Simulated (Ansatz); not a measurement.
Mulliken charges of FGe2H5O, SMILES `[F][GeH2][O][GeH3]` from PBE/def2-TZVPP in Ansatz (PBE0-D4/def2-TZVP geometry).

```tsv
atom	x (Å)	y (Å)	z (Å)	charge (e)
F1	1.780	0.688	-1.196	-0.348
Ge2	0.263	1.395	-0.713	0.584
O3	-0.804	0.068	-0.318	-0.451
Ge4	-0.465	-1.343	0.720	0.293
H5	-0.312	2.127	-1.926	-0.014
H6	0.585	2.246	0.523	-0.029
H7	0.172	-2.441	-0.142	-0.010
H8	-1.830	-1.775	1.270	-0.012
H9	0.484	-0.907	1.851	-0.014
```

Problem. By hand: the dipole of these point charges (1 e Å = 4.8032 D).

Solution. Σ q r = (-0.239, 0.115, 0.326) e Å, of length 0.420 e Å = 2.02 D.

Problem. How does the dipole of the full density compare? (Estimate.)

Solution. Ansatz gave: (-0.198, 0.089, 0.209) e Å, 1.45 D; the point charges give 1.39 times that, at 7° from its direction.

Point charges leave out the atoms' own dipoles, such as those of lone pairs, and Mulliken's split depends on the basis, so the two needn't agree.
